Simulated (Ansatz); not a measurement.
Input file:

```yaml
crystal:
  periodic: [false, false, false]
  atoms:
    - { symbol: Sn, position_ang: [0.128441, -0.421264, 0.391901] }
    - { symbol: H, position_ang: [0.224921, -0.768329, 2.046824] }
    - { symbol: O, position_ang: [1.774023, -0.388967, -0.6873] }
    - { symbol: H, position_ang: [1.654536, -0.992641, -1.4374] }
    - { symbol: O, position_ang: [-0.824291, 1.356139, 0.195059] }
    - { symbol: H, position_ang: [-0.954087, 1.600134, -0.734718] }
    - { symbol: O, position_ang: [-0.940998, -1.686385, -0.700207] }
    - { symbol: H, position_ang: [-1.80738, -1.885508, -0.318338] }
    - { symbol: Cl, position_ang: [1.37094, 2.346678, 1.784211] }
    - { symbol: H, position_ang: [0.275394, 2.198243, 1.013267] }
basis:
  gaussian: { orbitals: def2-SVP }
hamiltonian:
  xc: r2scan
neb:
  order_check: false
  images: 5
  f_tol: 0.2
  max_iterations: 60
  final_atoms:
    - { symbol: Sn, position_ang: [-0.2948828, 0.9000097, 0.00189616] }
    - { symbol: H, position_ang: [1.0365359, -2.03915458, 1.0831261] }
    - { symbol: O, position_ang: [1.47096974, 0.5461651, -0.79335444] }
    - { symbol: H, position_ang: [1.90869918, -0.18852134, -0.33630334] }
    - { symbol: O, position_ang: [-1.36041318, 1.75030247, -1.41280846] }
    - { symbol: H, position_ang: [-0.81302836, 1.86681842, -2.20513036] }
    - { symbol: O, position_ang: [-1.08263856, -0.80595454, 0.61306779] }
    - { symbol: H, position_ang: [-1.487747, -0.70568294, 1.48848303] }
    - { symbol: Cl, position_ang: [-0.21847696, 2.3097533, 1.87300141] }
    - { symbol: H, position_ang: [1.74248104, -2.27563558, 1.24132111] }
  initial_path:
    images:
      - { positions_ang: [[0.128441, -0.421264, 0.391901], [0.224921, -0.768329, 2.046824], [1.774023, -0.388967, -0.6873], [1.654536, -0.992641, -1.4374], [-0.824291, 1.356139, 0.195059], [-0.954087, 1.600134, -0.734718], [-0.940998, -1.686385, -0.700207], [-1.80738, -1.885508, -0.318338], [1.37094, 2.346678, 1.784211], [0.275394, 2.198243, 1.013267]] }
      - { positions_ang: [[0.08183182, -0.27392234, 0.25811688], [0.15426751, -0.56584873, 2.05538181], [1.7907977, -0.27723759, -0.68908225], [1.79289166, -0.99915812, -1.25699566], [-0.82421903, 1.48154251, -0.03857272], [-1.23558496, 1.59687649, -0.7331748], [-0.97911444, -1.60633582, -0.72695866], [-1.71605049, -1.90491905, -0.22652252], [1.43763047, 2.22288795, 1.52293446], [0.39904876, 1.68421469, 1.38817246]] }
      - { positions_ang: [[0.03522263, -0.12658067, 0.12433276], [0.08361402, -0.36336845, 2.06393963], [1.8075724, -0.16550818, -0.6908645], [1.93124732, -1.00567524, -1.07659131], [-0.82414705, 1.60694603, -0.27220445], [-1.51708292, 1.59361897, -0.7316316], [-1.01723087, -1.52628663, -0.75371033], [-1.62472098, -1.92433011, -0.13470705], [1.50432093, 2.0990979, 1.26165792], [0.52270352, 1.17018638, 1.76307793]] }
      - { positions_ang: [[-0.01138655, 0.02076099, -0.00945136], [0.01296053, -0.16088818, 2.07249744], [1.82434711, -0.05377877, -0.69264676], [2.06960298, -1.01219235, -0.89618697], [-0.82407508, 1.73234954, -0.50583617], [-1.79858089, 1.59036146, -0.73008839], [-1.05534731, -1.44623745, -0.78046199], [-1.53339147, -1.94374116, -0.04289157], [1.5710114, 1.97530785, 1.00038138], [0.64635828, 0.65615808, 2.13798339]] }
      - { positions_ang: [[-0.1058853, 0.31384389, -0.00566885], [0.35415232, -0.78697698, 1.74270699], [1.70655465, 0.14620252, -0.72621598], [2.01596838, -0.73763535, -0.70955909], [-1.00285445, 1.73833385, -0.80816027], [-1.47006338, 1.68251378, -1.22176905], [-1.06444439, -1.23280981, -0.31595206], [-1.51817664, -1.53105509, 0.46756663], [0.97451528, 2.08678966, 1.29125472], [1.01173253, -0.32110648, 1.83909596]] }
      - { positions_ang: [[-0.20038405, 0.6069268, -0.00188635], [0.69534411, -1.41306578, 1.41291655], [1.58876219, 0.34618381, -0.75978521], [1.96233378, -0.46307835, -0.52293122], [-1.18163381, 1.74431816, -1.11048437], [-1.14154587, 1.7746661, -1.71344971], [-1.07354148, -1.01938218, 0.14855787], [-1.50296182, -1.11836902, 0.97802483], [0.37801916, 2.19827148, 1.58212807], [1.37710679, -1.29837103, 1.54020854]] }
      - { positions_ang: [[-0.2948828, 0.9000097, 0.00189616], [1.0365359, -2.03915458, 1.0831261], [1.47096974, 0.5461651, -0.79335444], [1.90869918, -0.18852134, -0.33630334], [-1.36041318, 1.75030247, -1.41280846], [-0.81302836, 1.86681842, -2.20513036], [-1.08263856, -0.80595454, 0.61306779], [-1.487747, -0.70568294, 1.48848303], [-0.21847696, 2.3097533, 1.87300141], [1.74248104, -2.27563558, 1.24132111]] }
```

Command:

```bash
$ ansatz run input.yaml --threads 4 --pin off --max-ram 5120MiB --backend cpu --events-out ev --progress --plain --runs-dir out
```

Hardware: 4 threads of Arm Neoverse V2 (shared host).

Task: Roughly how long does this run take, and how much memory?

Result: 3.9 min, with a peak of 0.19 GiB, for 24 band iterations.
